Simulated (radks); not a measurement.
Values are calculated unless marked as measured or tabulated.
Q: These are the eigenvalues of the occupied orbitals of an atom or ion with whole-number occupations (hartree). Level of theory: scalar-relativistic Kohn-Sham, SCAN, spin-polarised, spherical densities, finite nucleus; meta-GGA in the generalised Kohn-Sham scheme; Fermi nuclear charge, rms radius of each element as measured or else 0.836 A^(1/3) + 0.57 fm (a radial shooting solver on a logarithmic mesh with Libxc functionals).

orbital  eigenvalue
1s down   -2478.768
1s up     -2478.768
2s up     -427.3014
2s down   -427.2982
2p up     -374.4174
2p down   -374.4144
3s up     -98.74253
3s down   -98.74239
3p up     -82.91139
3p down   -82.91097
3d up     -64.41145
3d down   -64.40935
4s up     -20.78135
4s down   -20.77660
4p up     -15.56416
4p down   -15.55941
4d up      -8.86412
4d down    -8.85784
5s up      -3.31995
5s down    -3.27134
5p up      -2.07263
5p down    -2.00780
4f up      -1.49429
4f down    -1.48007
5d up      -0.70668

Which element is it, and in what charge state? The configuration may be excited. Open shells, if any, are filled with parallel spins first.

A: Z = 73, tantalum, charge +2: Ta2+ in [Xe] 4f14 5d3. The list shows which subshells hold electrons but not how many an open one holds; the 1s level, -2478.8 hartree, gives Z - s = 70.4 by -(Z - s)^2/2, which with screening and relativity narrows Z to a few neighbours, and the depths of the outer levels then fix element, charge and occupations together.
